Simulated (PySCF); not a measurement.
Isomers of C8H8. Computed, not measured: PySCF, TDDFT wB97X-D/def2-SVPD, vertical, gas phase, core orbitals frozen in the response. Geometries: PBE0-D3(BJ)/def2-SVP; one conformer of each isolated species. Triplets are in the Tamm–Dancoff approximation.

A. `C1=CC2C3C=CC1C23`
B. `c1ccc(C=C)cc1`
C. `C=C1C=CC=CC=C1`

Lowest singlet levels (six at most, fewer where fewer were computed) with oscillator strengths:

1. 440 nm (f 0.014); 271 nm (f 0.344); 216 nm (f 0.000); 202 nm (f 0.638); 197 nm (f 0.003); 194 nm (f 0.000); T1 1.88 eV
2. 247 nm (f 0.143); 239 nm (f 0.243); 196 nm (f 0.280); 187 nm (f 0.472); 179 nm (f 0.014); 172 nm (f 0.000); T1 3.30 eV
3. 214 nm (f 0.037); 210 nm (f 0.006); 200 nm (f 0.096); 189 nm (f 0.148); 178 nm (f 0.028); 177 nm (f 0.030); T1 4.02 eV

**Question.** Which spectrum belongs to which structure?

**Answer.** 1 = C, 2 = B, 3 = A.
- A: S1 at 5.80 eV, HOMO→LUMO (83%), HOMO-1→LUMO+1 (14%); Löwdin shares by element: HOMO carbon 60% or more (atoms not listed hold the other 40%); LUMO carbon 64% or more (atoms not listed hold the other 36%); HOMO -8.37 and LUMO 1.80 eV; point group Cs.
- B: S1 at 5.03 eV, HOMO→LUMO (41%), HOMO→LUMO+1 (30%), HOMO-1→LUMO (23%); Löwdin shares by element: HOMO carbon 65% or more (atoms not listed hold the other 35%); LUMO carbon 60% or more (atoms not listed hold the other 40%); HOMO -8.32 and LUMO 0.53 eV; point group Cs, 1 of its 6 listed states under f = 0.0005.
- C: S1 at 2.82 eV, HOMO→LUMO (99%); Löwdin shares by element: HOMO carbon 56% or more (atoms not listed hold the other 44%); LUMO carbon 65% or more (atoms not listed hold the other 35%); HOMO -7.23 and LUMO -0.18 eV; point group C2v, 2 of its 6 listed states under f = 0.0005.
